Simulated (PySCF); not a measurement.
PySCF job for CH4BrFOSi, SMILES C[Si](O)(F)Br, TDDFT-LC-ωPBE/def2-SVPD. Geometry optimised at PBE0-D3(BJ)/def2-SVP. The structure was generated by enumeration, and PubChem lists no compound with its InChIKey, so it may never have been made. The values are those of a single conformer.

```python
import numpy as np
from pyscf import gto, scf, dft, tdscf

mol = gto.M(
    atom='''
    C     2.00711679   -0.20282273   -1.03080739
    Si    0.18486560   -0.13140600   -0.79204833
    O    -0.49972463   -1.52098545   -1.33522191
    F    -0.44128854    1.12762254   -1.59635359
    Br   -0.35354995    0.21109635    1.33556369
    H     2.43823878   -1.02667950   -0.44400616
    H     2.47356231    0.73958924   -0.70965254
    H     2.23971567   -0.36869841   -2.09380761
    H    -1.43869397   -1.65668220   -1.17478458
    ''',
    basis='def2-SVPD',
    charge=0,
    spin=0,
    max_memory=1600,
    verbose=4,
)
mf = dft.RKS(mol, xc='lc_wpbe').density_fit(auxbasis='def2-universal-jkfit')
mf.grids.level = 3
mf.conv_tol = 1e-9
mf.max_cycle = 100
mf.kernel()
mf.grids = dft.Grids(mol).set(level=1).build(with_non0tab=True)  # coarser grid for the response kernel
td = tdscf.TDDFT(mf)
td.singlet = True
td.nstates = 10
td.conv_tol = 1e-4
td.positive_eig_threshold = 1e-6
td.kernel(x0=td.get_init_guess(mf, 15))
td.analyze()
tt = tdscf.TDA(mf)
tt.singlet = False
tt.nstates = 4
tt.conv_tol = 1e-4
tt.positive_eig_threshold = 1e-6
tt.kernel(x0=tt.get_init_guess(mf, 9))
tt.analyze(verbose=3)
```

Output:

```
PySCF version 2.14.0

[INPUT] verbose = 4
[INPUT] num. atoms = 9
[INPUT] num. electrons = 76
[INPUT] charge = 0
[INPUT] spin (= nelec alpha-beta = 2S) = 0
[INPUT] symmetry False subgroup None
[INPUT] Mole.unit = angstrom
[INPUT] Symbol           X                Y                Z      unit          X                Y                Z       unit  Magmom
[INPUT]  1 C      2.007116790000  -0.202822730000  -1.030807390000 AA    3.792901033116  -0.383279411537  -1.947943654278 Bohr   0.0
[INPUT]  2 Si     0.184865600000  -0.131406000000  -0.792048330000 AA    0.349345353853  -0.248321351125  -1.496754421119 Bohr   0.0
[INPUT]  3 O     -0.499724630000  -1.520985450000  -1.335221910000 AA   -0.944342688400  -2.874245939948  -2.523203725419 Bohr   0.0
[INPUT]  4 F     -0.441288540000   1.127622540000  -1.596353590000 AA   -0.833914482509   2.130897772486  -3.016671083066 Bohr   0.0
[INPUT]  5 Br    -0.353549950000   0.211096350000   1.335563690000 AA   -0.668112576854   0.398914287395   2.523849596014 Bohr   0.0
[INPUT]  6 H      2.438238780000  -1.026679500000  -0.444006160000 AA    4.607603520494  -1.940143072705  -0.839050040020 Bohr   0.0
[INPUT]  7 H      2.473562310000   0.739589240000  -0.709652540000 AA    4.674355317947   1.397621108275  -1.341048944202 Bohr   0.0
[INPUT]  8 H      2.239715670000  -0.368698410000  -2.093807610000 AA    4.232449213197  -0.696739017463  -3.956722940430 Bohr   0.0
[INPUT]  9 H     -1.438693970000  -1.656682200000  -1.174784580000 AA   -2.718737580363  -3.130675633442  -2.220021111562 Bohr   0.0

nuclear repulsion = 442.861026332865
number of shells = 67
number of NR pGTOs = 261
number of NR cGTOs = 163
basis = def2-SVPD
ecp = {}


[settings echo left out]
init E= -3077.56338853533
  HOMO = -0.390211756231097  LUMO = 0.00222233964322305  gap/eV = 10.67868
cycle= 1 E= -3078.17632513674  delta_E= -0.613  |g|= 0.791  |ddm|= 3.68
  HOMO = -0.372031104710537  LUMO = 0.0578886334052418  gap/eV = 11.69871
cycle= 2 E= -3078.18677499686  delta_E= -0.0104  |g|= 0.818  |ddm|= 1.63
  HOMO = -0.416932695713738  LUMO = 0.0566604314422037  gap/eV = 12.88713
cycle= 3 E= -3078.29840495874  delta_E= -0.112  |g|= 0.058  |ddm|= 0.639
  HOMO = -0.421743744260204  LUMO = 0.0591718949555879  gap/eV = 13.08638
cycle= 4 E= -3078.29918449587  delta_E= -0.00078  |g|= 0.017  |ddm|= 0.106
  HOMO = -0.421416394456529  LUMO = 0.0590808647721484  gap/eV = 13.07500
cycle= 5 E= -3078.29928293998  delta_E= -9.84e-05  |g|= 0.00484  |ddm|= 0.0497
  HOMO = -0.421319920517486  LUMO = 0.0591129221463453  gap/eV = 13.07324
cycle= 6 E= -3078.29928936998  delta_E= -6.43e-06  |g|= 0.00135  |ddm|= 0.00989
  HOMO = -0.421262530657252  LUMO = 0.0591192291599416  gap/eV = 13.07185
cycle= 7 E= -3078.29929028714  delta_E= -9.17e-07  |g|= 0.000633  |ddm|= 0.00321
  HOMO = -0.421316357102439  LUMO = 0.0591069886067488  gap/eV = 13.07299
cycle= 8 E= -3078.29929012859  delta_E= 1.59e-07  |g|= 0.000221  |ddm|= 0.00105
  HOMO = -0.421329647282138  LUMO = 0.0591064818423934  gap/eV = 13.07333
cycle= 9 E= -3078.29929014102  delta_E= -1.24e-08  |g|= 6.17e-05  |ddm|= 0.000328
  HOMO = -0.421324105250524  LUMO = 0.0591068222268079  gap/eV = 13.07319
cycle= 10 E= -3078.2992901428  delta_E= -1.79e-09  |g|= 1.15e-05  |ddm|= 0.00017
  HOMO = -0.421325815312407  LUMO = 0.0591068526082732  gap/eV = 13.07324
cycle= 11 E= -3078.2992901429  delta_E= -9.82e-11  |g|= 4.44e-06  |ddm|= 4.51e-05
  HOMO = -0.421325351678614  LUMO = 0.0591067712996263  gap/eV = 13.07322
Extra cycle  E= -3078.2992901429  delta_E= 2.27e-12  |g|= 3.67e-06  |ddm|= 1.03e-05
converged SCF energy = -3078.2992901429
tot grids = 39296
Overwritten attributes  positive_eig_threshold  of <class 'pyscf.tdscf.rks.TDDFT'>


******** <class 'pyscf.tdscf.rks.TDDFT'> for <class 'pyscf.df.df_jk.DFRKS'> ********
nstates = 10 singlet
deg_eia_thresh = 1.000e-03
wfnsym = None
conv_tol = 0.0001
eigh lindep = 1e-12
eigh level_shift = 0
eigh max_cycle = 100


Excitation energies (eV)
[7.95936685 7.98884355 8.71400739 8.92496214 9.23082931 9.31787412
 9.37583692 9.47423545 9.52443954 9.67006395]

** Singlet excitation energies and oscillator strengths **
Excited State   1:      7.95937 eV    155.77 nm  f=0.0324
      37 -> 39       -0.24372
      37 -> 40       -0.15786
      37 -> 46        0.11858
      38 -> 39        0.42151
      38 -> 40        0.26412
      38 -> 44       -0.13030
      38 -> 45        0.15910
      38 -> 46       -0.21903
Excited State   2:      7.98884 eV    155.20 nm  f=0.0556
      37 -> 39       -0.40330
      37 -> 40       -0.28353
      37 -> 44        0.14667
      37 -> 45       -0.15475
      37 -> 46        0.21730
      38 -> 39       -0.24486
      38 -> 40       -0.15410
      38 -> 46        0.13428
Excited State   3:      8.71401 eV    142.28 nm  f=0.0285
      35 -> 39       -0.17725
      35 -> 40        0.12084
      36 -> 39       -0.10027
      37 -> 39        0.17240
      37 -> 40       -0.14479
      38 -> 39       -0.33288
      38 -> 40        0.31883
      38 -> 43        0.18214
      38 -> 44       -0.13388
      38 -> 45        0.20021
Excited State   4:      8.92496 eV    138.92 nm  f=0.0765
      37 -> 39       -0.39050
      37 -> 40        0.23979
      37 -> 43        0.17835
      37 -> 44       -0.18195
      37 -> 45        0.28961
      38 -> 39       -0.19489
      38 -> 40        0.12665
      38 -> 44       -0.11008
      38 -> 45        0.12877
Excited State   5:      9.23083 eV    134.32 nm  f=0.1076
      35 -> 39       -0.31970
      35 -> 40        0.18866
      36 -> 39       -0.25691
      36 -> 40        0.11023
      37 -> 44       -0.12315
      37 -> 45        0.15249
      38 -> 39        0.15537
      38 -> 44        0.28180
      38 -> 45       -0.16900
Excited State   6:      9.31787 eV    133.06 nm  f=0.0052
      37 -> 40        0.11154
      37 -> 41        0.10280
      37 -> 44        0.37585
      37 -> 45        0.12430
      37 -> 46       -0.11029
      37 -> 47        0.15646
      37 -> 48       -0.16744
      37 -> 49       -0.10547
      38 -> 44        0.29751
      38 -> 45        0.21779
      38 -> 46       -0.11847
      38 -> 47        0.16261
      38 -> 49       -0.12778
Excited State   7:      9.37584 eV    132.24 nm  f=0.0538
      36 -> 39        0.24597
      36 -> 46       -0.10488
      37 -> 40       -0.11408
      37 -> 44       -0.25995
      37 -> 47       -0.11222
      37 -> 48        0.13876
      38 -> 43       -0.10285
      38 -> 44        0.21090
      38 -> 45        0.29404
      38 -> 46       -0.11994
      38 -> 47        0.16097
      38 -> 49       -0.15245
Excited State   8:      9.47424 eV    130.86 nm  f=0.0852
      36 -> 39       -0.33799
      36 -> 40       -0.17363
      36 -> 44        0.10215
      36 -> 45       -0.11065
      36 -> 46        0.14545
      37 -> 40       -0.10166
      37 -> 45        0.11567
      37 -> 48        0.10447
      38 -> 40       -0.21307
      38 -> 43       -0.11607
      38 -> 44       -0.11606
      38 -> 45        0.24965
      38 -> 48        0.21218
      38 -> 51       -0.11741
Excited State   9:      9.52444 eV    130.17 nm  f=0.0038
      35 -> 39       -0.16597
      35 -> 40        0.12444
      36 -> 40        0.11928
      37 -> 40        0.15384
      37 -> 43        0.24466
      37 -> 45       -0.28595
      37 -> 48       -0.25359
      37 -> 49        0.11788
      37 -> 51        0.15395
      38 -> 43       -0.19406
      38 -> 44       -0.10830
      38 -> 48        0.19287
      38 -> 51       -0.10145
Excited State  10:      9.67006 eV    128.21 nm  f=0.0893
      34 -> 39       -0.16700
      34 -> 40        0.10861
      35 -> 39        0.29775
      35 -> 40       -0.17777
      36 -> 39       -0.30572
      36 -> 40        0.17306
      37 -> 40        0.12007
      37 -> 41        0.12828
      37 -> 45       -0.14843
      38 -> 40        0.11448
      38 -> 41        0.13003

** Transition electric dipole moments (AU) **
state          X           Y           Z        Dip. S.      Osc.
  1         0.0773      0.3995      0.0243      0.1662      0.0324
  2        -0.5322     -0.0005     -0.0267      0.2840      0.0556
  3        -0.1006     -0.2901     -0.1984      0.1336      0.0285
  4        -0.5452     -0.0292     -0.2280      0.3501      0.0765
  5         0.0503      0.4793     -0.4934      0.4757      0.1076
  6         0.0464     -0.1323      0.0574      0.0230      0.0052
  7        -0.3061      0.0123      0.3746      0.2341      0.0538
  8         0.1357     -0.2343     -0.5419      0.3669      0.0852
  9         0.0606     -0.0951     -0.0606      0.0164      0.0038
 10         0.4004     -0.3360     -0.3224      0.3771      0.0893

** Transition velocity dipole moments (imaginary part, AU) **
state          X           Y           Z        Dip. S.      Osc.
  1         0.0230      0.1204      0.0066      0.0151      0.0344
  2        -0.1616      0.0002     -0.0086      0.0262      0.0595
  3        -0.0316     -0.0900     -0.0645      0.0133      0.0276
  4        -0.1773     -0.0102     -0.0744      0.0371      0.0754
  5         0.0174      0.1604     -0.1668      0.0539      0.1058
  6         0.0154     -0.0468      0.0193      0.0028      0.0054
  7        -0.1060      0.0060      0.1297      0.0281      0.0544
  8         0.0505     -0.0811     -0.1889      0.0448      0.0858
  9         0.0201     -0.0315     -0.0220      0.0019      0.0036
 10         0.1426     -0.1217     -0.1143      0.0482      0.0904

** Transition magnetic dipole moments (imaginary part, AU) **
state          X           Y           Z
  1         0.2162     -0.0484      0.0659
  2        -0.0117      0.2399     -0.0665
  3        -0.9012      0.3631     -0.1843
  4         0.1295      0.9052     -0.1472
  5         0.2197      0.3056      0.4084
  6         0.2095     -0.0475      0.4770
  7        -0.2315     -0.1742      0.0224
  8        -0.2475      0.4640     -0.0992
  9        -0.6551     -0.0286      0.0251
 10         0.1126      0.4414     -0.6528
Overwritten attributes  positive_eig_threshold  of <class 'pyscf.tdscf.rks.TDA'>


******** <class 'pyscf.tdscf.rks.TDA'> for <class 'pyscf.df.df_jk.DFRKS'> ********
nstates = 4 triplet
deg_eia_thresh = 1.000e-03
wfnsym = None
conv_tol = 0.0001
eigh lindep = 1e-12
eigh level_shift = 0
eigh max_cycle = 100


Excitation energies (eV)
[7.41065612 7.43730397 8.25755225 8.45389402]

** Triplet excitation energies and oscillator strengths **
Excited State   1:      7.41066 eV    167.31 nm  f=0.0000
Excited State   2:      7.43730 eV    166.71 nm  f=0.0000
Excited State   3:      8.25755 eV    150.15 nm  f=0.0000
Excited State   4:      8.45389 eV    146.66 nm  f=0.0000
```

Self-consistency was reached.
